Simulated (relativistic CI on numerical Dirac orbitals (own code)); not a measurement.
## Energy levels of As³⁺

Method of calculation: Dirac-Coulomb-Breit CI, KLI orbitals optimised for each configuration, QED by a radiative potential, valence Slater integrals scaled by 0.85, P86 correlation energy added to each configuration (own radial code, finite nucleus).

CI space (outside the closed core [Ar] 3d10): 4s2, 4s 4p, 4p2, 4s 4d, 4s 4f, 4d2, 4s 5s, 4p 4d, 4s 5p, 4f2, 4s 5d, 4p 4f, 4s 6s, 4s 6p, 4p 5s, 4s 5f, 4s 5g, 4s 6d, 4s 7s, 4s 7p, 4s 6f, 4d 4f. Levels of other configurations are missing.

```
No.  Configuration  Term  J  E (cm⁻¹)    %  Next component (%)
  1            4s2    1S  0       0.0   97            3 4p2 1S
  2          4s 4p   3P°  0   72407.4  100                    
  3          4s 4p   3P°  1   73503.6  100                    
  4          4s 4p   3P°  2   75891.8  100                    
  5          4s 4p   1P°  1  109500.3   97         2 4p 4d 1P°
  6            4p2    1D  2  175944.3   70         21 4s 4d 1D
  7            4p2    3P  0  176790.3   99                1 1S
  8            4p2    3P  1  178214.8  100                    
  9            4p2    3P  2  180916.0   91                6 1D
 10          4s 4d    3D  1  206920.7  100                    
 11          4s 4d    3D  2  207040.5  100                    
 12          4s 4d    3D  3  207224.0  100                    
 13            4p2    1S  0  208382.1   94            2 4s2 1S
 14          4s 5s    3S  1  216908.1  100                    
 15          4s 5s    1S  0  224109.3   99            1 4p2 1S
 16          4s 4d    1D  2  226452.5   75           22 4p2 1D
 17          4s 5p   3P°  0  247348.5   99                    
 18          4s 5p   3P°  1  247630.4   97               2 1P°
 19          4s 5p   3P°  2  248393.4   99                    
 20          4s 5p   1P°  1  251153.7   95         3 4p 5s 1P°
 21          4s 4f   3F°  2  282239.8   62        37 4p 4d 3F°
 22          4s 4f   3F°  3  282699.2   65        33 4p 4d 3F°
 23          4s 4f   3F°  4  283311.9   71        28 4p 4d 3F°
 24          4s 4f   1F°  3  284604.9   87        11 4p 4d 1F°
 25          4s 5d    3D  1  291840.2  100                    
 26          4s 5d    3D  2  291889.4  100                    
 27          4s 5d    3D  3  291965.7  100                    
 28          4p 4d   1D°  2  294916.2   84         8 4s 4f 3F°
 29          4s 6s    3S  1  295351.4  100                    
 30          4s 5d    1D  2  295947.1   98            1 4p2 1D
```

Energies count from the lowest computed level; ° marks odd parity.

The mean weight of the leading LS term, summed over parents, in these 30 levels is 93 %, and that of the leading jj configuration (from the same eigenvectors) 79 %, so LS coupling describes them better.

For a near-neutral ion this model can misplace configurations by up to about 10,000 cm⁻¹ (more where the count of f electrons changes) and terms by 10 to 25 % of their spread. Rates follow the energies as ν³ (E1, M1) or ν⁵ (E2), so they and the lifetimes can be off by large factors. The fine structure of a lone outer electron comes out too small, for d and f at times inverted, and misplaced configurations move strength between like terms. 20 of the 20 excited levels that our extract of the measured tables holds in this range could be paired (the sources list more); they are missed by 3397 cm⁻¹ on average and 3892 at most, and levels without a partner can miss by more.

LS names give the leading component of a level, which can be under half, so a name can repeat, a term be missing and a line seem to break the LS rules.
